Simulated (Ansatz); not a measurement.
Calculated with Ansatz (gas phase, PBE0-D4/def2-TZVP geometries, no zero-point term in ΔE). CCSD(T)/CBS is the MP2 limit (def2-TZVPP, def2-QZVPP) plus CCSD(T) − MP2 in def2-TZVPP, frozen cores. This one scheme is used for every species. DFT in def2-TZVPP. B3LYP here is the variant with VWN-RPA as its local correlation; programs differ in this. def2 core potentials past Kr. For In outer-core shells are correlated without core-valence functions, which leaves a few kJ/mol of doubt a bond. One conformer a species, not always the lowest.

Reaction (formal exchange of groups at the In–F bond): `C[NH][InH][F]` + CH₃OH → `C[NH][InH][OH]` + fluoromethane

`C[NH][InH][F]`:

Z-matrix (Å, degrees):
```
C
N 1 1.447
H 1 1.097 2 112.1
H 1 1.097 2 112.2 3 121.4
H 1 1.091 2 109.8 3 -119.3
In 2 1.984 1 125.2 3 119.9
H 2 1.006 1 113.9 3 -60.7
F 6 1.963 2 104.9 1 -0.4
H 6 1.685 2 137.6 1 179.8
```

CH₃OH:

Cartesian coordinates in Å:
```
C -0.251 -0.250 0.037
O 0.963 0.417 0.294
H -0.288 -1.114 0.702
H -0.318 -0.613 -0.996
H -1.126 0.378 0.246
H 1.019 1.182 -0.283
```

`C[NH][InH][OH]`:

Cartesian coordinates in Å:
```
C 0.991 -0.807 -0.674
N 0.833 0.166 0.378
In -0.862 1.055 0.979
O -2.443 0.435 -0.058
H 1.415 -1.753 -0.313
H 0.021 -1.049 -1.117
H 1.630 -0.448 -1.492
H 1.702 0.409 0.824
H -1.060 2.201 2.208
H -2.227 -0.210 -0.735
```

`CF`:

Z-matrix (Å, degrees):
```
C
F 1 1.376
H 1 1.092 2 109.1
H 1 1.092 2 109.1 3 -120.0
H 1 1.092 2 109.1 3 120.0
```

| level | ΔE (kJ/mol) | difference from CCSD(T)/CBS |
| --- | --- | --- |
| PBE-D4 | 38.5 | 1.8 |
| r2SCAN-D4 | 39.4 | 2.7 |
| PBE0-D4 | 39.5 | 2.8 |
| B3LYP-D4 | 38.3 | 1.6 |
| ωB97X-V | 39.5 | 2.8 |
| ωB97M-V | 38.5 | 1.8 |
| B2PLYP | 37.5 | 0.8 |
| PBE | 39.2 | 2.5 |
| r2SCAN | 39.7 | 3.0 |
| PBE0 | 40.2 | 3.5 |
| B3LYP | 39.4 | 2.7 |
| HF/def2-TZVPP | 40.0 | 3.3 |
| MP2/def2-TZVPP | 34.7 | -2.0 |
| SCS-MP2/def2-TZVPP | 34.8 | -1.9 |
| CCSD/def2-TZVPP | 35.5 | -1.2 |
| CCSD(T)/def2-TZVPP | 34.3 | -2.4 |
| HF/def2-QZVPP | 41.2 | 4.5 |
| MP2/def2-QZVPP | 36.4 | -0.3 |
| SCS-MP2/def2-QZVPP | 36.6 | -0.1 |
| HF/CBS(def2) | 41.3 | 4.6 |
| MP2/CBS(def2) | 37.1 | 0.4 |
| CCSD/CBS(def2) | 37.9 | 1.2 |
| CCSD(T)/CBS | 36.7 | 0 |

Largest T1 diagnostic among the species: 0.016.

In def2-TZVPP, CCSD(T) changes the Hartree–Fock value by −5.7 kJ/mol (the triples alone add −1.2 kJ/mol) and MP2 by −5.4 kJ/mol.
